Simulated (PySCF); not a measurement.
Orbital picture of CaI

M06 at R = 2.823 Å; basis Ca x2c-SVPall, I x2c-SVPall; spin-free X2C with a Gaussian nucleus; PySCF 2.14. State: ²Σ⁺ (doublet), unpaired electrons σ ↑. Only the outer orbitals are listed, counted within each symmetry.

```
spin  orbital  occ.  ε (eV)  on Ca (%)   main shells (%)
   α       7π     1  -30.60        100          100 Ca p
   α       7π     1  -30.60        100          100 Ca p
   α      14σ     1  -30.44        100          100 Ca p
   α      15σ     1  -17.27          4            96 I s
   α      16σ     1   -7.39         16   83 I p, 11 Ca s
   α       8π     1   -6.50          8            92 I p
   α       8π     1   -6.50          8            92 I p
   α      17σ     1   -4.29         96  80 Ca s, 12 Ca p
   α      18σ     0   -0.91         98  70 Ca d, 26 Ca p
   α       9π     0   -0.82        100  52 Ca d, 47 Ca p
   α       9π     0   -0.82        100  52 Ca d, 47 Ca p
   β       7π     1  -30.51        100          100 Ca p
   β       7π     1  -30.51        100          100 Ca p
   β      14σ     1  -30.40         99          100 Ca p
   β      15σ     1  -17.23          4            96 I s
   β      16σ     1   -7.29         15            84 I p
   β       8π     1   -6.49          8            92 I p
   β       8π     1   -6.49          8            92 I p
   β      17σ     0   -1.42        102  85 Ca s, 17 Ca d
   β       3δ     0   -0.11        100          100 Ca d
   β       3δ     0   -0.11        100          100 Ca d
```

Which are the highest filled and the lowest empty level, where do they sit, and how wide is the gap?

Highest filled α 17σ at -4.29 eV (in %: 80 Ca s, 12 Ca p); lowest empty β 17σ at -1.42 eV (in %: 85 Ca s, 17 Ca d); the gap at M06 is 2.87 eV.

* bond order (Mayer): 1.12
* ⟨S²⟩: 0.751
* charge on Ca (Mulliken, basis-dependent): 0.35
* charge on Ca (Löwdin, basis-dependent): 0.04
* dipole moment (positive dipole means Ca(−)I(+)): -4.53 D

Shares are Mulliken populations and can fall outside 0 to 100 %.

Spin–orbit coupling is left out. The state is the lowest determinant that a PBE0 search found; another state may lie lower at other levels.
